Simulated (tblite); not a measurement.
Parent: `[CH3:1][S:2](=[O:3])(=[O:4])[c:5]1[cH:6][cH:7][cH:8][c:9]2[cH:10][cH:11][cH:12][cH:13][c:14]12` with C1–S2–C5–C6 -104°, C11H10O2S.

The geometries are computed with GFN2-xTB (gas phase). One conformer each, not checked by frequencies here.

| coordinate of the parent | value |
| --- | --- |
| C1–S2 | 1.821 Å |
| S2=O3 | 1.439 Å |
| S2=O4 | 1.438 Å |
| S2–C5 | 1.798 Å |
| C5–C6 | 1.365 Å |
| C6–C7 | 1.403 Å |
| C7–C8 | 1.367 Å |
| C8–C9 | 1.411 Å |
| C9–C10 | 1.411 Å |
| C10–C11 | 1.367 Å |
| C11–C12 | 1.404 Å |
| C12–C13 | 1.368 Å |
| C13–C14 | 1.410 Å |
| C5–C14 | 1.410 Å |
| C9–C14 | 1.424 Å |
| C1–S2–O3 | 108.4° |
| C1–S2–O4 | 107.6° |
| C1–S2–C5 | 102.7° |
| O3–S2–O4 | 117.3° |
| O3–S2–C5 | 111.5° |
| O4–S2–C5 | 108.1° |
| S2–C5–C6 | 116.3° |
| S2–C5–C14 | 121.7° |
| C6–C5–C14 | 121.9° |
| C5–C6–C7 | 120.3° |
| C6–C7–C8 | 119.8° |
| C7–C8–C9 | 121.1° |
| C8–C9–C10 | 121.7° |
| C8–C9–C14 | 119.4° |
| C10–C9–C14 | 118.9° |
| C9–C10–C11 | 120.8° |

Task: How does the shared frame change in `[CH3:1][S:2](=[O:3])(=[O:4])[c:5]1[cH:6][cH:7][c:8]([F:9])[c:10]2[cH:11][cH:12][cH:13][cH:14][c:15]12` with C1–S2–C5–C6 103°, C11H9FO2S? Atoms pair as C1 = C1, S2 = S2, O3 = O3, O4 = O4, C5 = C5, C6 = C6, C7 = C7, C8 = C8, C9 = C10, C10 = C11, C11 = C12, C12 = C13, C13 = C14, C14 = C15 (parent first).

Result: 
```
    parent     relative  value in the relative  change
     C1–S2        C1–S2                1.819 Å  -0.002
     S2=O3        S2=O3                1.438 Å  -0.001
     S2=O4        S2=O4                1.437 Å  -0.001
     S2–C5        S2–C5                1.800 Å  +0.002
     C5–C6        C5–C6                1.366 Å  +0.001
     C6–C7        C6–C7                1.401 Å  -0.002
     C7–C8        C7–C8                1.367 Å   0.000
     C8–C9       C8–C10                1.413 Å  +0.002
    C9–C10      C10–C11                1.410 Å  -0.001
   C10–C11      C11–C12                1.367 Å   0.000
   C11–C12      C12–C13                1.403 Å  -0.001
   C12–C13      C13–C14                1.369 Å  +0.001
   C13–C14      C14–C15                1.410 Å   0.000
    C5–C14       C5–C15                1.411 Å  +0.001
    C9–C14      C10–C15                1.424 Å   0.000
  C1–S2–O3     C1–S2–O3                 108.5°    +0.1
  C1–S2–O4     C1–S2–O4                 107.8°    +0.2
  C1–S2–C5     C1–S2–C5                 102.6°    -0.1
  O3–S2–O4     O3–S2–O4                 117.5°    +0.2
  O3–S2–C5     O3–S2–C5                 111.3°    -0.2
  O4–S2–C5     O4–S2–C5                 107.9°    -0.2
  S2–C5–C6     S2–C5–C6                 116.2°    -0.1
 S2–C5–C14    S2–C5–C15                 121.7°     0.0
 C6–C5–C14    C6–C5–C15                 121.9°     0.0
  C5–C6–C7     C5–C6–C7                 120.6°    +0.3
  C6–C7–C8     C6–C7–C8                 118.6°    -1.2
  C7–C8–C9    C7–C8–C10                 122.9°    +1.8
 C8–C9–C10   C8–C10–C11                 122.4°    +0.7
 C8–C9–C14   C8–C10–C15                 117.9°    -1.5
C10–C9–C14  C11–C10–C15                 119.7°    +0.8
C9–C10–C11  C10–C11–C12                 120.3°    -0.5
```

No shared bond changes by more than 0.004 Å. Bonds of the relative outside the shared frame: C8–F9 1.347 Å. Point group C1 → C1.
